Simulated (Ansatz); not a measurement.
`C[SiH2]N(C)[SiH3]` + `N=CF` → `C[SiH2]/N=C/F` + `CN[SiH3]` at 700 K and 1 bar (ligand exchange at the Si–N bond).

Gas-phase electronic energies from Ansatz, PBE0-D4/def2-TZVP geometries. CCSD(T)/CBS is the MP2 limit (def2-TZVPP, def2-QZVPP) plus CCSD(T) − MP2 in def2-TZVPP, frozen cores. This one scheme is used for every species. One conformer a species, not always the lowest.

```tsv
species	CCSD(T)/CBS energy (Eh)	H − E (kJ/mol)	S (J/(mol·K))
`C[SiH2]N(C)[SiH3]`	-715.62877	430.8	562.7
`N=CF`	-193.72220	122.2	297.1
`C[SiH2]/N=C/F`	-523.29934	281.9	461.5
`CN[SiH3]`	-386.04948	271.2	396.1
```

H − E and S are ideal-gas, rigid-rotor, harmonic terms from PBE0-D4/def2-TZVP, for one conformer and one mirror image of each species. 1 Eh = 2625.50 kJ/mol, R = 8.31446 J/(mol·K).

Task: By hand: ΔE, ΔH, ΔS and ΔG.

Result: ΔE = (-523.29934) + (-386.04948) − (-715.62877) − (-193.72220) = 0.00215 Eh = 5.6 kJ/mol. Δ(H − E) = 281.9 + 271.2 − 430.8 − 122.2 = 0.1, so ΔH = 5.7 kJ/mol. ΔS = 461.5 + 396.1 − 562.7 − 297.1 = -2.2 J/(mol·K). ΔG = 5.7 − 700 × (-2.2)/1000 = 7.2 kJ/mol.

Task: By hand: the equilibrium constant, and the temperature at which ΔG would vanish if ΔH and ΔS stayed fixed.

Result: log₁₀ K = −ΔG/(RT ln 10) = -0.5. ΔH and −TΔS have one sign here, so there is no such temperature.

The number of gas molecules stays the same, so ΔS is small and ΔH decides. A doubt of 5 kJ/mol in ΔE shifts log₁₀ K by 0.4 here. Other conformers and mirror images would add mixing entropy, several J/(mol·K) or more a flexible species. Modes under 60 cm⁻¹, often nearly free rotors, make the harmonic entropy too high. These are equilibria of isolated gas molecules and say nothing of rates. Largest T1 diagnostic: 0.013 (customary marks: 0.02 for closed shells, 0.045 for open ones).

ΔS is within the doubt of such terms, so its sign, and with it that verdict, could turn.
